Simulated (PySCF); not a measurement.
C₄H₈OS₂.
SMILES with atom numbers: `[CH2:1]=[CH:2][S@:3](=[O:4])[CH2:5][S:6][CH3:7]` (hydrogens: H8, H9 on C1; H10 on C2; H11, H12 on C5; H13, H14, H15 on C7)

The closed-shell SCF was solved with PySCF and density fitting under several settings on one GFN2-xTB geometry (grid level 2 and gas phase unless stated).

| settings | basis functions | SCF cycles | E (Eh) | HOMO (eV) | LUMO (eV) | dipole (D) |
| --- | --- | --- | --- | --- | --- | --- |
| PBE0/pcSseg-1, energy threshold 1e-07 Eh | 173 | 9 | -1028.1492 | -6.50 | -0.78 | 2.54 |
| B97-D/pcseg-1, energy threshold 1e-07 Eh, start guess huckel | 146 | 14 | -1028.5421 | -5.28 | -1.62 | 2.36 |

Estimate the row for these settings: PBE0/def2-SVPD.

```tsv
settings	basis functions	SCF cycles	E (Eh)	HOMO (eV)	LUMO (eV)	dipole (D)
PBE0/def2-SVPD	221	14	-1027.8185	-6.53	-0.87	2.65
```

Over all rows, what range does the HOMO–LUMO gap span?

From 3.66 eV (B97-D/pcseg-1, energy threshold 1e-07 Eh, start guess huckel) to 5.72 eV (PBE0/pcSseg-1, energy threshold 1e-07 Eh). The functional of the narrowest has no exact exchange, that of the widest 25 % exact exchange.

Compare two rows with the functional PBE0: PBE0/def2-SVPD and PBE0/pcSseg-1, energy threshold 1e-07 Eh. Which energy is lower, and by how much?

PBE0/pcSseg-1, energy threshold 1e-07 Eh (173 functions) lies 0.3307 Eh or 208 kcal/mol below PBE0/def2-SVPD (221 functions). The smaller set gives the lower energy; the two sets aren't nested, so the variational bound doesn't order them by size.

Whole jobs, the steps after the SCF included, on Arm Neoverse V1, one thread, shared host:

```tsv
settings	work after the SCF	wall time	peak memory
PBE0/pcSseg-1, energy threshold 1e-07 Eh	shieldings, charges and field gradients	21 s	0.74 GiB
B97-D/pcseg-1, energy threshold 1e-07 Eh, start guess huckel	shieldings	25 s	0.64 GiB
PBE0/def2-SVPD	shieldings, charges and field gradients	32 s	0.82 GiB
```

B97-D ran without the empirical dispersion term, which would shift the total energy alone. Cycle counts include a coarse-grid stage where the run had one.

Conformer computed: `[CH2:1]=[CH:2][S@:3](=[O:4])[CH2:5][S:6][CH3:7]`: C1–C2–S3–O4 -1°, C2–S3–C5–S6 -170°, S3–C5–S6–C7 -73°.

One conformer stands for the species.
